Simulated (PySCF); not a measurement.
# What a mistake does to a calculation on BCl2H2Si

These are calculations, not measurements. The program is PySCF 2.14.0, an open-source quantum chemistry code, run on an isolated molecule that a program drew, which may never have been made. The molecule is BCl2H2Si (charge 0, doublet), drawn as the SMILES string `[SiH2]B(Cl)Cl`.

Each row is a Hartree-Fock (HF) and frozen-core CCSD(T) single point in the cc-pV(D+d)Z basis, meant for a local HF minimum. Run 1 is clean. Each other run has one planted mistake out of seven kinds, and not every kind appears here: one electron removed, one electron added, multiplicity raised by two, geometry at a saddle point, minimal basis STO-3G, one bond length entered in bohr, all coordinates scaled. The reference is restricted for singlets and unrestricted otherwise, and also for a bond in bohr. Adding or removing an electron swaps singlet and doublet. Electrons count all cores. HOMO and LUMO are orbital energies over both spins, the gradient is its largest component, and the lowest frequency (negative if imaginary) is given only where the gradient is small. Bond lengths are over the 5 bonds as drawn. T1 is the CCSD diagnostic: over 0.02 (restricted) or 0.045 (unrestricted) a single reference is doubtful.

Geometry of the clean run:
```xyz
6
BCl2H2Si, angstrom
Si    0.6707   -2.3522    0.3399
B    -0.7616   -1.2901    1.2580
Cl   -1.0821    0.3804    0.7964
Cl   -1.7966   -2.0345    2.4749
H     1.1805   -3.5216    1.0845
H     1.7537   -1.5651   -0.2841
```

| run | electrons | basis functions | <S^2> | HOMO (eV) | LUMO (eV) | gradient (hartree/bohr) | lowest frequency (cm^-1) | mean bond (Å) | longest bond (Å) | T1 | HF (hartree) | CCSD(T) (hartree) | mistake |
|---|---|---|---|---|---|---|---|---|---|---|---|---|---|
| 1 | 55 | 93 | 0.765 | -9.05 | 0.32 | 1.7e-05 | 164 | 1.6969 | 2.006 | 0.0160 | -1233.83835 | -1234.34246 | no fault |
| 2 | 55 | 93 | 0.764 | -8.98 | 0.39 | 2.1e-02 | - | 1.6613 | 1.963 | 0.0154 | -1233.83553 | -1234.33933 | all coordinates scaled |
| 3 | 56 | 93 | 0.000 | -1.30 | 7.50 | 5.7e-02 | - | 1.6969 | 2.006 | 0.0179 | -1233.85231 | -1234.39102 | one electron added |
| 4 | 55 | 93 | 3.766 | -6.61 | -2.81 | 4.6e-02 | - | 1.6969 | 2.006 | 0.0278 | -1233.65772 | -1234.15482 | multiplicity raised by two |
| 5 | 55 | 93 | 1.677 | -8.98 | -0.56 | 9.3e-03 | - | 2.0106 | 3.331 | 0.0417 | -1233.70442 | -1234.18254 | one bond length entered in bohr |
| 6 | 55 | 34 | 0.762 | -6.94 | 4.17 | 3.6e-02 | - | 1.6969 | 2.006 | 0.0154 | -1220.33206 | -1220.44508 | ? |

**Which mistake was planted in run 6, and what did it cost?**

It has 34 basis functions where the clean run has 93, with the same electrons and geometry. So the mistake is: minimal basis STO-3G. Subtracting run 1 and multiplying by 627.51 kcal/mol a hartree, the energy moved by 8475.3 kcal/mol in HF and 8720.7 kcal/mol in CCSD(T).

